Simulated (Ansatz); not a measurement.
Reaction (ligand exchange at the Si–C bond): `NC[SiH2]O` + `[OH][GeH2][OH]` → `O[SiH2][O][GeH2][OH]` + CH₃NH₂

Gas-phase electronic energies from Ansatz, PBE0-D4/def2-TZVP geometries. CBS: MP2 limit from def2 TZ/QZ plus the TZ coupled-cluster correction, frozen cores. Functionals use def2-TZVPP. B3LYP here is the variant with VWN-RPA as its local correlation; programs differ in this. For Ge outer-core shells are correlated without core-valence functions, which leaves a few kJ/mol of doubt a bond. Scalar relativity is left out up to krypton. Each species was taken in one conformer, which may not be the lowest.

(1) Is it downhill or uphill in electronic energy at CCSD(T)/CBS, and by how much? (Estimate.)

(2) What do these levels give: PBE-D4, r2SCAN-D4, PBE0-D4, B3LYP-D4, ωB97X-V, B2PLYP, PBE, r2SCAN, B3LYP, MP2/def2-TZVPP, HF/CBS(def2), MP2/CBS(def2)? (Estimate.)

Largest T1 diagnostic among the species: 0.012.

## Answers

(1) The calculation gave: Downhill: ΔE = -32.1 kcal/mol.

(2) Ansatz gave: PBE-D4 -28.1, r2SCAN-D4 -31.4, PBE0-D4 -29.8, B3LYP-D4 -32.3, ωB97X-V -31.4, B2PLYP -32.9, PBE -28.2, r2SCAN -31.3, B3LYP -32.5, MP2/def2-TZVPP -32.6, HF/CBS(def2) -38.3, MP2/CBS(def2) -32.4 kcal/mol.

In def2-TZVPP, CCSD(T) changes the Hartree–Fock value by +5.4 kcal/mol (the triples alone add +0.7 kcal/mol) and MP2 by +5.2 kcal/mol. From PBE to PBE0 (25 % exact exchange), in def2-TZVPP and without D4, ΔE moves by −1.6 kcal/mol.
